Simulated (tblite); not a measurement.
Compound: CH11NSi4.
Numbering: `[H]/[N:1]=[CH:2]\[SiH2:3][SiH:4]([SiH3:5])[SiH3:6]` (hydrogens: H7 on N1; H8 on C2; H9, H10 on Si3; H11 on Si4; H12, H13, H14 on Si5; H15, H16, H17 on Si6)

Computed with GFN2-xTB (tblite), gas phase: Langevin dynamics at 400 K from the optimised GFN2-xTB geometry, time step 0.5 fs, friction 0.01 fs⁻¹, 2000 steps.

Start geometry:
```
atom  x, y, z in Å
N1      2.816    0.788    1.187
C2      2.255   -0.218    0.677
Si3     1.453   -0.390   -1.038
Si4    -0.843   -0.109   -0.723
Si5    -1.761   -1.887    0.470
Si6    -1.337    1.998    0.145
H7      2.877    1.598    0.569
H8      2.196   -1.078    1.345
H9      2.098    0.624   -1.885
H10     1.886   -1.697   -1.548
H11    -1.414   -0.168   -2.090
H12    -1.515   -3.181   -0.170
H13    -1.176   -1.963    1.810
H14    -3.211   -1.779    0.646
H15    -0.697    3.076   -0.613
H16    -0.863    2.105    1.526
H17    -2.771    2.295    0.161
```

The statistics below take the 31 frames saved every 25 fs from 250 to 1000 fs; their kinetic temperature (all 3N coordinates) averages 396 K.

**Question.** How do the bond lengths spread?

**Answer.** 
| bond | start (Å) | mean (Å) | standard deviation (Å) | shortest (Å) | longest (Å) |
| --- | --- | --- | --- | --- | --- |
| N1=C2 | 1.259 | 1.258 | 0.023 | 1.221 | 1.298 |
| C2–Si3 | 1.902 | 1.918 | 0.058 | 1.826 | 2.032 |
| Si3–Si4 | 2.334 | 2.348 | 0.046 | 2.261 | 2.462 |
| Si4–Si5 | 2.329 | 2.350 | 0.067 | 2.232 | 2.462 |
| Si4–Si6 | 2.332 | 2.348 | 0.054 | 2.239 | 2.462 |
| N1–H7 | 1.021 | 1.025 | 0.040 | 0.964 | 1.112 |
| C2–H8 | 1.091 | 1.100 | 0.035 | 1.041 | 1.155 |
| Si3–H9 | 1.471 | 1.478 | 0.036 | 1.425 | 1.554 |
| Si3–H10 | 1.468 | 1.482 | 0.055 | 1.398 | 1.579 |
| Si4–H11 | 1.483 | 1.493 | 0.036 | 1.419 | 1.550 |
| Si5–H12 | 1.465 | 1.476 | 0.044 | 1.392 | 1.581 |
| Si5–H13 | 1.464 | 1.471 | 0.029 | 1.423 | 1.530 |
| Si5–H14 | 1.464 | 1.476 | 0.057 | 1.357 | 1.572 |
| Si6–H15 | 1.465 | 1.477 | 0.043 | 1.391 | 1.566 |
| Si6–H16 | 1.464 | 1.472 | 0.038 | 1.400 | 1.541 |
| Si6–H17 | 1.465 | 1.473 | 0.038 | 1.389 | 1.588 |

**Question.** Give the same statistics for bond angles, one of each kind among heavy atoms.

**Answer.** 
```json
{"angle": "N1–C2–Si3", "start (°)": "128.7", "mean (°)": "128.4", "standard deviation (°)": "5.4", "smallest (°)": "120.7", "largest (°)": "143.3"}
{"angle": "C2–Si3–Si4", "start (°)": "106.4", "mean (°)": "111.1", "standard deviation (°)": "6.4", "smallest (°)": "96.0", "largest (°)": "121.3"}
{"angle": "Si3–Si4–Si5", "start (°)": "111.4", "mean (°)": "112.2", "standard deviation (°)": "8.0", "smallest (°)": "93.2", "largest (°)": "124.8"}
{"angle": "Si5–Si4–Si6", "start (°)": "114.6", "mean (°)": "111.9", "standard deviation (°)": "8.3", "smallest (°)": "96.8", "largest (°)": "127.6"}
```

**Question.** How far does each atom move about its mean position (frames aligned on the start, all atoms weighted alike), and what rms force does it feel?

**Answer.** 
| atom | rms displacement (Å) | rms force (eV/Å) |
| --- | --- | --- |
| N1 | 0.68 | 2.30 |
| C2 | 0.45 | 2.10 |
| Si3 | 0.34 | 1.56 |
| Si4 | 0.22 | 1.22 |
| Si5 | 0.33 | 1.63 |
| Si6 | 0.34 | 1.32 |
| H7 | 0.77 | 1.51 |
| H8 | 0.91 | 1.19 |
| H9 | 0.84 | 0.69 |
| H10 | 0.95 | 0.95 |
| H11 | 0.40 | 0.58 |
| H12 | 0.51 | 0.73 |
| H13 | 0.84 | 0.58 |
| H14 | 0.82 | 1.06 |
| H15 | 0.76 | 0.78 |
| H16 | 1.00 | 0.76 |
| H17 | 0.77 | 0.70 |

The displacements run from 0.22 to 1.00 Å, the largest at H16.

**Question.** Follow the torsions N1–C2–Si3–Si4 and C2–Si3–Si4–Si5 through every second one of these frames.

**Answer.** 
```csv
t (fs),N1–C2–Si3–Si4 (°),C2–Si3–Si4–Si5 (°)
250,-106,-74
300,-105,-66
350,-107,-69
400,-123,-81
450,-136,-99
500,-145,-113
550,-117,-112
600,-106,-125
650,-116,-142
700,-118,-143
750,-97,-142
800,-109,-149
850,-94,-154
900,-103,-161
950,-105,-156
1000,-106,-170
```

Largest departure from the start value over all these frames: N1–C2–Si3–Si4 49° (start -99°), C2–Si3–Si4–Si5 102° (start -68°).

**Question.** How widely does the potential energy scatter, against a harmonic estimate?

**Answer.** Mean 0.72 eV above the start, standard deviation 0.123 eV, range 0.50 to 1.07 eV. For 45 classical harmonic modes at 400 K the canonical values are 45kT/2 = 0.78 eV and kT·√(45/2) = 0.164 eV.

The run is classical and short, so these are rough statistics of one trajectory.

The cost below is that of the whole dynamics run. Hardware: one thread, Intel Xeon at 2.50 GHz (x86_64), no GPU, on a shared host. Cost: 62 s wall, 0.18 GiB resident at most.
